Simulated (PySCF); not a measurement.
# Spinor energies of Ru (ruthenium, neutral)

Start: [Kr] 4d7 5s1; 4d3/2 filled at m_j = +1/2, +3/2; 4d5/2 filled at m_j = -3/2, -1/2, +1/2, +3/2, +5/2; 5s1/2 filled at m_j = +1/2. Calculated with PySCF 2.14 in x2c-TZVPall-2c (8s9p7d1f, 77 functions): generalised Hartree-Fock with the X2C-1e Hamiltonian and a Gaussian nucleus; one run each with spin-orbit coupling (SO) switched off, then screened by Boettger's factors. This is a chosen level, not necessarily the ground level.

| spinor shell | electrons | ε, spin-free (eV) | ε, screened SO (eV) | weight of nominal j (screened SO) | rms radius, screened SO (bohr) |
| --- | --- | --- | --- | --- | --- |
| 1s1/2 | 2 | -22234.8 | -22233.3 | 1.000 | 0.0384 |
| 2s1/2 | 2 | -3276.5 | -3276.0 | 1.000 | 0.158 |
| 2p1/2 | 2 | -2927.7 | -3018.2 | 1.000 | 0.137 |
| 2p3/2 | 4 | -2927.7 | -2885.4 | 1.000 | 0.142 |
| 3s1/2 | 2 | -611.09 | -610.94 | 1.000 | 0.428 |
| 3p1/2 | 2 | -493.43 | -509.37 | 1.000 | 0.425 |
| 3p3/2 | 4 | -493.43 | -485.89 | 1.000 | 0.436 |
| 3d3/2 | 4 | -304.35 | -307.16 | 0.993 | 0.416 |
| 3d5/2 | 6 | -304.35 | -302.29 | 0.995 | 0.420 |
| 4s1/2 | 2 | -93.578 | -93.522 | 1.000 | 1.09 |
| 4p1/2 | 2 | -58.272 | -62.601 | 0.823 | 1.21 |
| 4p3/2 | 4 | -58.272 | -56.129 | 0.912 | 1.22 |
| 4d5/2 | 5 | -10.745 | -11.467 | 0.552 | 1.82 |
| 4d3/2 | 2 | -10.745 | -8.944 | 0.640 | 1.87 |
| 5s1/2 | 1 | -6.483 | -6.479 | 0.999 | 3.81 |

```tsv
quantity	spin-free	screened SO
E (hartree)	-4527.66513	-4528.31412
M_J	5	5
⟨J²⟩	30.009	30.010
⟨L²⟩	12.006	12.091
⟨S²⟩	6.003	5.976
```

Each row is a mean over spinors that exchange with the open shell spreads, by up to 7.660 eV (4p3/2).

Rows whose weight is well below 1 are mixtures of j = l ± 1/2: exchange outweighs spin-orbit coupling there, and the label is only the starting occupation.

Breit and QED terms are absent; they matter most for the inner s and p1/2 levels.

Densities and radii are taken from the X2C orbitals without a picture-change correction, which distorts them close to the nucleus.

Without spin-orbit coupling the j labels of p, d and f shells carry no meaning; the spin-free column gives the mean over the occupied spinors of each nl shell.
